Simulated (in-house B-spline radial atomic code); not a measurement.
Cd. Computed with a B-spline radial atomic code. Model: all-electron spherical atom, spin shells full or empty, radial basis limit, no spin-orbit coupling, Breit or QED, empty-state partial waves extrapolated as (l+1/2)^-4, RPA, G0W0 and static COHSEX of the highest shell as one setting changes (uncorrelated shells keep exact exchange).

Empty levels are discrete states of a finite basis, so the steps are uneven.

Given: element Cd; charge 0; filled core Kr; hamiltonian one-electron scalar X2C; mean-field start Hartree-Fock; highest l of empty states 9; nuclear rms radius 4.6087 fm; lowest nl shells left uncorrelated 8; highest mean-field shell 5s; box radius 40 bohr.

Shell: 4d 5 5, 5s 1 1 (electrons up and down).

| highest empty level kept (hartree) | RPA correlation energy (hartree) | G0W0 level (eV) | G0W0 minus most complete (meV) | COHSEX level (eV) | linearised minus solved G0W0 (meV) |
| --- | --- | --- | --- | --- | --- |
| 1 | -0.067623 | -8.2416 | 681.4 | -8.9632 | -0.4 |
| 2 | -0.16317 | -8.5751 | 347.8 | -9.4668 | -1 |
| 3.5 | -0.33722 | -8.7519 | 171 | -9.759 | -1.4 |
| 6 | -0.40794 | -8.8217 | 101.3 | -9.9133 | -1.6 |
| 10 | ? | ? | ? | ? | ? |
| 18 | -0.51548 | -8.9067 | 16.2 | -10.107 | -1.9 |
| 30 | -0.53932 | -8.9162 | 6.7 | -10.135 | -1.9 |
| 60 | -0.55475 | -8.9208 | 2.1 | -10.149 | -1.9 |
| 120 | ? | ? | ? | ? | ? |
| 250 | -0.55982 | -8.9228 | 0.1 | -10.156 | -1.9 |
| 600 | -0.56001 | -8.9229 | 0 | -10.156 | -1.9 |
| 2000 | -0.56007 | -8.923 | 0 | -10.156 | -1.9 |

What follows for highest empty level kept = 10?

RPA correlation energy -0.47354 hartree; G0W0 level -8.8803 eV; G0W0 minus most complete 42.6 meV; COHSEX level -10.042 eV; linearised minus solved G0W0 -1.8 meV.

What follows for highest empty level kept = 120?

RPA correlation energy -0.55914 hartree; G0W0 level -8.9225 eV; G0W0 minus most complete 0.4 meV; COHSEX level -10.155 eV; linearised minus solved G0W0 -1.9 meV.
